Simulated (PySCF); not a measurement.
**Bonding in `C=C(C(=O)O)[S@](C)=O`**

Species: C4H6O3S.
SMILES with atom numbers: `[CH2:1]=[C:2]([C:3](=[O:4])[OH:5])[S@:6]([CH3:7])=[O:8]` (hydrogens: H9, H10 on C1; H11 on O5; H12, H13, H14 on C7)

Cartesian coordinates in Å at the GFN2-xTB level; atoms count from 1:
```
atom  x, y, z in Å
C1    -0.8146   -1.7805    0.2002
C2    -0.5788   -0.5155    0.5151
C3    -1.5178    0.5880    0.2521
O4    -2.5238    0.5106   -0.4026
O5    -1.1169    1.7291    0.8373
S6     0.9537   -0.0750    1.4284
C7     1.7616    0.6650   -0.0627
O8     1.6332   -1.3482    1.6511
H9    -1.7142   -2.0901   -0.3058
H10   -0.0848   -2.5319    0.4608
H11   -1.7621    2.4350    0.6747
H12    1.7832   -0.0686   -0.8607
H13    1.2068    1.5485   -0.3525
H14    2.7738    0.9331    0.2225
```

Bond orders from the PBE0/pcSseg-1 density (PySCF). Geometry: GFN2-xTB, one conformer, isolated molecule.

(1) How far do the computed orders between heavy atoms stray from the drawn ones?

(2) Set the Mayer orders of the bonds beside their lengths.

Answers

(1) The largest departure is 0.459, at S6–O8 (drawn double, 1.541). Drawn single, order below 0.88: C2–S6 (0.851). Drawn double or triple, more than 0.30 short of the drawn order: S6–O8 (1.541).

(2) 
| bond | drawn as | length (Å) | Mayer order |
| --- | --- | --- | --- |
| C1–C2 | double | 1.325 | 1.932 |
| C2–C3 | single | 1.473 | 0.895 |
| C3–O4 | double | 1.203 | 1.993 |
| C3–O5 | single | 1.344 | 1.120 |
| C2–S6 | single | 1.838 | 0.851 |
| S6–C7 | single | 1.850 | 0.881 |
| S6–O8 | double | 1.460 | 1.541 |
| C1–H9 | single | 1.078 | 0.936 |
| C1–H10 | single | 1.079 | 0.912 |
| O5–H11 | single | 0.970 | 0.922 |
| C7–H12 | single | 1.084 | 0.949 |
| C7–H13 | single | 1.083 | 0.938 |
| C7–H14 | single | 1.085 | 0.956 |

By pair of heavy elements: C–C: lowest C2–C3 (0.895, 1.473 Å), highest C1–C2 (1.932, 1.325 Å). C–O: lowest C3–O5 (1.120, 1.344 Å), highest C3–O4 (1.993, 1.203 Å). C–S: lowest C2–S6 (0.851, 1.838 Å), highest S6–C7 (0.881, 1.850 Å); in 1 of the 1 pairs the longer bond (by over 0.003 Å) has the higher order (by 0.02 or more).

Q: Sum the orders of all bonds at each heavy atom with more than one neighbour and set the sums beside the valence in the SMILES.

A: C1 3.780 (drawn 4), C2 3.678 (drawn 4), C3 4.008 (drawn 4), O5 2.042 (drawn 2), S6 3.273 (drawn 4), C7 3.724 (drawn 4). Orders between atoms that aren't bonded are not in these sums.

For a closed shell the Mayer order of atoms A and B is Σ (PS)μν (PS)νμ over the basis functions μ on A and ν on B, with P the density and S the overlap matrix.
